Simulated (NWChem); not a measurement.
# SiH$_{2}$O$_{2}$F$_{2}$; SMILES O[Si](O)(F)F

```xyz
7

O     -0.0776    -1.3148     0.9643
Si     0.0000     0.0000     0.0130
O      0.0776     1.3148     0.9643
F     -1.2724     0.0306    -0.9702
F      1.2724    -0.0306    -0.9702
H     -0.5200    -2.0933     0.6151
H      0.5200     2.0933     0.6151
```
Atoms are numbered in this order, from 1.

Program: NWChem. Geometry optimised at PBE0/def2-SVP; all other runs use it. Pople sets run with spherical d functions.

| quantity | level | value |
|---|---|---|
| charge (e), Mulliken F5 | Hartree-Fock/6-31G* | -0.53 |
| solvation free energy (kcal/mol) in water | M06-2X/6-31G*, SMD | -10.3 |
| vertical ionisation energy, ΔSCF (eV) | PBE/def2-SVPD | … |
| dipole (D) | revPBE/6-31G* | 0.36 |
| highest harmonic frequency (cm⁻¹) | PBE0/def2-SVP | … |

Q: Fill in the missing entries.

A: 
- vertical ionisation energy, ΔSCF (eV), value: 12.18
- highest harmonic frequency (cm⁻¹), value: 3952
